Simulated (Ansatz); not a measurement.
One change: `[SiH3][SiH2][NH][GeH3]` becomes `O[SiH2]N[SiH2][SiH3]`.

Ansatz, PBE0-D4/def2-TZVP geometries, multiplicity 1. Each molecule was computed in one conformer, which needn't be the lowest.

Scalar relativity is left out up to krypton.

| property | `[SiH3][SiH2][NH][GeH3]` |
| --- | --- |
| HOMO energy (PBE0/def2-TZVPP) / eV | -7.15 |
| size of the dipole moment (B3LYP/def2-TZVPP) / D | 1.09 |
| LUMO energy (ωB97M-V/def2-TZVPP) / eV | 1.32 |
| HOMO–LUMO gap (PBE/def2-TZVPP) / eV | 4.68 |
| HOMO energy (B3LYP/def2-TZVPP) / eV | -6.95 |
| HOMO–LUMO gap (B3LYP/def2-TZVPP) / eV | 6.39 |

What does the change do to each property? (Estimate.)

Computed: 
| property | `O[SiH2]N[SiH2][SiH3]` | shift |
| --- | --- | --- |
| HOMO energy (PBE0/def2-TZVPP) / eV | -7.81 | -0.66 |
| size of the dipole moment (B3LYP/def2-TZVPP) / D | 1.02 | -0.07 |
| LUMO energy (ωB97M-V/def2-TZVPP) / eV | 1.38 | 0.06 |
| HOMO–LUMO gap (PBE/def2-TZVPP) / eV | 5.34 | 0.66 |
| HOMO energy (B3LYP/def2-TZVPP) / eV | -7.58 | -0.63 |
| HOMO–LUMO gap (B3LYP/def2-TZVPP) / eV | 7.13 | 0.74 |

With PBE0 the HOMO falls by 0.66 eV and the LUMO rises by 0.08 eV, so the gap widens by about 0.74 eV. PBE moves the HOMO by -0.56 eV and ωB97M-V by -0.78 eV. Dipoles are sizes alone; their direction can turn.

B3LYP here is the variant with VWN-RPA as its local correlation; programs differ in this.
